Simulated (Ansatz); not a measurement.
Reaction (ligand exchange at a Li–C bond): `[Li][c]1ccccc1` + HI → `[Li][I]` + `c1ccccc1`

Program: Ansatz. Geometries: PBE0-D4/def2-TZVP. ΔE: electronic, gas phase. CBS: MP2 limit from def2 TZ/QZ plus the TZ coupled-cluster correction, frozen cores. Functionals use def2-TZVPP. Elements past krypton have def2 core potentials. For I, Li outer-core shells are correlated without core-valence functions, which leaves a few kJ/mol of doubt a bond.

`[Li][c]1ccccc1`:

```xyz
12

Li    2.156    1.537    2.035
C     0.893    0.636    0.842
C     1.017    0.656   -0.559
C     0.127    0.021   -1.417
C    -0.953   -0.679   -0.899
C    -1.123   -0.731    0.476
C    -0.218   -0.087    1.312
H     1.847    1.192   -1.021
H     0.274    0.071   -2.492
H    -1.654   -1.178   -1.560
H    -1.964   -1.276    0.897
H    -0.401   -0.162    2.385
```

HI:

Z-matrix (Å, degrees):
```
I
H 1 1.610
```

`[Li][I]`:

```xyz
2

Li   -0.052    0.478    1.093
I     0.052   -0.478   -1.093
```

`c1ccccc1`:

Z-matrix (Å, degrees):
```
C
C 1 1.387
C 1 1.388 2 120.0
H 1 1.084 2 120.0 3 -180.0
C 2 1.387 1 120.0 3 -0.0
H 2 1.084 1 120.0 3 180.0
C 3 1.387 1 120.0 2 0.0
H 3 1.084 1 120.0 2 180.0
C 5 1.388 2 120.0 1 0.0
H 5 1.084 2 120.0 1 180.0
H 7 1.084 3 120.0 1 180.0
H 9 1.084 5 120.0 2 180.0
```

```tsv
level	ΔE (kcal/mol)	difference from CCSD(T)/CBS
LDA (SPW92)	-65.5	2.3
B97M-V	-66.1	1.7
PBE	-65.5	2.3
BLYP	-65.3	2.5
r2SCAN0	-70.8	-3.0
HF/def2-SVP	-76.4	-8.6
CCSD(T)/def2-SVP	-66.4	1.4
CCSD/def2-TZVPP	-66.5	1.3
CCSD(T)/def2-TZVPP	-65.0	2.8
MP2/def2-QZVPP	-68.3	-0.5
CCSD(T)/CBS	-67.8	0
```

Largest T1 diagnostic among the species: 0.011.

From BLYP to BHLYP (50 % exact exchange), in def2-TZVPP and without D4, ΔE moves by −6.1 kcal/mol. In def2-TZVPP, CCSD(T) changes the Hartree–Fock value by +10.9 kcal/mol (the triples alone add +1.6 kcal/mol) and MP2 by +9.3 kcal/mol. At CCSD(T), def2-SVP lies +1.4 kcal/mol from the extrapolated value and def2-TZVPP +2.8 kcal/mol.
